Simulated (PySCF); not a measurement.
Predicted microwave data (PBE0/def2-SVPD in PySCF (dipole) on a GFN2-xTB geometry, gas phase) for one isomer of C2H10F2Si3:

| Property | Result |
| --- | --- |
| Rotational constants | A = 1516, B = 984.4, C = 822.2 MHz |
| Dipole components | \|μa\| = 0.67 D, \|μb\| = 2.01 D, \|μc\| = 0.52 D |
| Inertial defect | -232.11 u·Å² |
| κ | -0.53 |

Question: Which candidate fits, each taken in the one conformer that was computed?
A. `C(C(F)F)([SiH3])([SiH3])[SiH3]`
B. `[F:1][CH2:2][SiH2:3][C@H:4]([F:5])[SiH2:6][SiH3:7]` with F1–C2–Si3–C4 180°, C2–Si3–C4–F5 -52°, Si3–C4–Si6–Si7 167°
C. `[F:1][SiH2:2][C@:3]([F:4])([SiH3:5])[CH2:6][SiH3:7]` with F1–Si2–C3–F4 -172°, Si2–C3–C6–Si7 -67°
D. `[F:1][CH:2]([F:3])[CH2:4][SiH:5]([SiH3:6])[SiH3:7]` with F1–C2–C4–Si5 -58°, C2–C4–Si5–Si6 -65°
E. `[CH3:1][Si@H:2]([SiH2:3][SiH3:4])[CH:5]([F:6])[F:7]` with C1–Si2–Si3–Si4 -66°, C1–Si2–C5–F6 178°

Answer: E. It is C[Si@H]([SiH2][SiH3])C(F)F, an asymmetric top, point group C1. The candidates at the same level (rigid rotor, commonest isotopes):

| SMILES | A (MHz) | B (MHz) | C (MHz) | μa (D) | μb (D) | μc (D) | Δ (u·Å²) | point group | rotor |
| --- | --- | --- | --- | --- | --- | --- | --- | --- | --- |
| FC[SiH2][C@H](F)[SiH2][SiH3] | 4311 | 492.0 | 455.7 | 1.65 | 0.42 | 1.14 | -35.40 | C1 | near-prolate asymmetric top |
| FC(F)C[SiH]([SiH3])[SiH3] | 1306 | 1264 | 799.3 | 0.76 | 0.05 | 2.06 | -154.75 | Cs | asymmetric top |
| C[Si@H]([SiH2][SiH3])C(F)F | 1516 | 984.4 | 822.2 | 0.67 | 2.01 | 0.52 | -232.11 | C1 | asymmetric top |
| F[SiH2][C@](F)([SiH3])C[SiH3] | 1511 | 1103 | 818.2 | 0.21 | 0.41 | 0.35 | -175.06 | C1 | asymmetric top |
| FC(F)C([SiH3])([SiH3])[SiH3] | 1378 | 1276 | 1113 | 1.77 | 0.00 | 0.31 | -308.55 | Cs | asymmetric top |

`FC(F)C[SiH]([SiH3])[SiH3]` has B 28 % too high; `FC(F)C([SiH3])([SiH3])[SiH3]` has C 35 % too high; `FC[SiH2][C@H](F)[SiH2][SiH3]` has A 184 % too high; `F[SiH2][C@](F)([SiH3])C[SiH3]` has B 12 % too high. No structure here is proved a minimum.
